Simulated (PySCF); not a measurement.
```xyz
6
charge 1 multiplicity 1, angstrom
Te    0.0000    0.0000    0.0000
F     0.0000    0.0000    1.8062
F     0.0000    0.0000   -1.8062
F     1.7973    0.0000    0.0000
F    -0.8987    1.5565    0.0000
F    -0.8986   -1.5565    0.0000
```

Method: PySCF, PBE0, basis Te def2-TZVP with ECP28, F def2-TZVP (scalar-relativistic core potentials, no spin–orbit coupling, density fitting).

This geometry of TeF₅⁺ is a stationary point at this level.

Q: What is the point group?

A: D3h.

Q: Is it a minimum?

A: Yes: all harmonic wavenumbers are real.

Q: List the harmonic modes with their infrared intensities.

A: 
```csv
symmetry,ω (cm⁻¹),"IR (km/mol, summed over degenerate members)",type
e',99,1.8,bend
e',275,75.4,bend
a2'',305,42.3,bend
e'',308,0.0,bend
a1',713,0.0,stretch
a1',725,0.0,stretch
a2'',791,87.9,stretch
e',793,138,stretch
```

Q: Give the atomic charges and bond orders.

A: 
```tsv
atom	Mulliken	Löwdin	polar tensor	Mayer order to Te1
Te1	1.90	1.45	3.07	–
F2,3	-0.19	-0.10	-0.42	1.13
F4,5,6	-0.18	-0.08	-0.41	1.10
```

In D3h the vibrations span 3e' + 2a2'' + e'' + 2a1'. The a1', e'' modes carry no infrared intensity, as symmetry demands.

Other isomers or separated fragments may lie lower.
